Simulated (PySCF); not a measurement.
**Two-dimensional NMR puzzle**

Compound of formula C8H12O. Correlations simulated from computed shifts and the bond graph:

HSQC (one-bond C–H):
```tsv
δH	δC
5.95	131.4
5.91	130.6
4.52	94.1
3.74	64.0
3.09	31.6
2.90	33.0
1.38	17.4
```

COSY cross peaks (H two or three bonds apart, from the bond graph; peaks can be absent where the dihedral angle is near 90°):
```tsv
δH	δH
5.95	5.91
5.95	3.09
5.91	2.90
4.52	3.09
3.74	1.38
```

HMBC (two and three bonds, from the bond graph):
```tsv
δH	δC
5.95	130.6, 94.1, 33.0, 31.6
5.91	160.2, 131.4, 33.0, 31.6
4.52	160.2, 131.4, 33.0, 31.6
3.74	160.2, 17.4
3.09	160.2, 131.4, 130.6, 94.1
2.90	160.2, 131.4, 130.6, 94.1
1.38	64.0
```

Carbons without hydrogens: δ 160.2.

Computational details: GFN2-xTB structure, shieldings: GIAO PBE0/pcSseg-1, in PySCF 2.14.0 with density-fitted response routines (non-relativistic Hamiltonian, no solvent model, rapidly exchanging positions averaged, a single conformation).

δ = σ(ref) − σ, references computed at the same level: 1H (31.72 ppm) and 13C (186.93 ppm) vs TMS.

Exchangeable hydrogens are left out of these lists.

Q: Which molecule is this?

A: SMILES CCOC1=CCC=CC1.

Atom-mapped SMILES (the numbers label the heavy atoms): `[CH3:1][CH2:2][O:3][C:4]1=[CH:5][CH2:6][CH:7]=[CH:8][CH2:9]1` (H(Xn): hydrogen on atom n).

- δC 160.2 is C4, an alkene carbon bearing oxygen.
- δC 131.4 is C7, an alkene CH (δH 5.95).
- δC 130.6 is C8, an alkene CH (δH 5.91).
- δC 94.1 is C5, a β carbon of an enol-ether or enamine type C=C (δH 4.52).
- δC 64.0 is C2, an sp3 CH2 bonded to O (δH 3.74).
- δC 33.0 is C9, an allylic sp3 CH2 (δH 2.90).
- δC 31.6 is C6, an allylic sp3 CH2 (δH 3.09).
- δC 17.4 is C1, a methyl carbon (δH 1.38).
- HMBC from δH 5.91 reaches the proton-free carbon C4.
- HMBC from δH 4.52 reaches the proton-free carbon C4.
- HMBC from δH 3.74 reaches the proton-free carbon C4.
- HMBC from δH 3.09 reaches the proton-free carbon C4.
- COSY links 5.95–5.91, 5.95–3.09, 5.91–2.90, 4.52–3.09, 3.74–1.38.

The data come from this structure; uniqueness wasn't tested.

Shifts are as computed. Against solution values, carbons near 30 ppm lie about +3 ppm off and those near 130 ppm about +5 ppm. Of 1211 compounds with measured shifts, 218 miss one by over three times the rms of a fit or turn the order of signals round; such compounds aren't used in these exercises.
